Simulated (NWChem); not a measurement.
# CH6AuNS; SMILES [Au]([S]C)<-[NH3]

```xyz
10

Au     0.0573    -0.3617     0.0000
S      0.5759     1.8465     0.0001
C     -1.0356     2.6999     0.0000
H     -1.6294     2.4718    -0.8967
H     -0.8167     3.7783     0.0011
H     -1.6303     2.4703     0.8957
N     -0.3266    -2.4782     0.0004
H     -0.7527    -2.7870     0.8747
H      0.5386    -3.0065    -0.1186
H     -0.9531    -2.7492    -0.7581
```
Atoms are numbered in this order, from 1.

All runs: NWChem. Medium grid unless said otherwise, to which SCAN and Minnesota functionals are sensitive. All runs use the structure optimised with PBE0/def2-SVP. No frequency run checked for a minimum. def2 effective core potentials on Au; no spin-orbit coupling. Hybrids' shares of exact exchange are those that their runs print; pure functionals count as 0. The functionals differ in more than this share.

```csv
row,share of exact exchange,highest occupied level (eV)
PBE/def2-SVP,0.00,-3.96
"LDA (Slater exchange, VWN5)/def2-SVP",0.00,-4.08
B3LYP/def2-SVP,0.20,-4.85
B3PW91/def2-SVP,0.20,-4.89
M06/def2-SVP,0.27,-5.01
PW6B95/def2-SVP,0.28,-5.16
MPW1K/def2-SVP,0.43,-5.92
BHandHLYP/def2-SVP,0.50,withheld
```

Fit a straight line of the last column on the one before it, predict the withheld value, and compare with the run.


1. Means of the 7 shown rows: x = 0.197, y = -4.839. Slope Σ(x − x̄)(y − ȳ)/Σ(x − x̄)² = -0.6139/0.1441 = -4.259; intercept -3.999.
2. The shown rows scatter about the line by 0.074 (root mean square); the largest residual is +0.14, at M06/def2-SVP.
3. At x = 0.50 (BHandHLYP/def2-SVP; beyond the shown range) the line gives -6.13.
4. The run gives -6.05, +0.08 from the line, 1.1 times the scatter.
